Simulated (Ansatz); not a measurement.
ZrF4, relaxed as a singlet with RKS PBE-D4/def2-SVP in Ansatz, starting from the GFN2-xTB geometry. Force threshold 0.02 eV/Å.

In the def2 sets Zr takes a core potential; there is no spin–orbit coupling.

Start:

```xyz
5

Zr    0.0001    0.0000    0.0001
F     1.7757    0.4744   -0.1336
F    -0.4455   -1.1125   -1.3996
F    -1.0469    1.5150   -0.0626
F    -0.2834   -0.8770    1.5956
```

Estimate the energy that the relaxation releases and the steps that it takes.

0.30 eV, in 3 steps; 2.9 s on 4 threads of Arm Neoverse V1 on a shared host. No frequencies were taken in this run, so the end may be a saddle point.

Does the start keep its bonding and symmetry?

By distances, no bond broke or formed. The bond that changes most is Zr1–F5, from 1.84 to 1.91 Å (atoms count from 1). Point group Td at the start, Td at the end, both within 0.05 Å.

Predict the relaxed structure.


```xyz
5

Zr    0.0000    0.0000    0.0000
F     1.8389    0.4912   -0.1382
F    -0.4614   -1.1522   -1.4496
F    -1.0842    1.5691   -0.0647
F    -0.2934   -0.9082    1.6525
```
Bond lengths: 4 × F–Zr 1.91 Å.
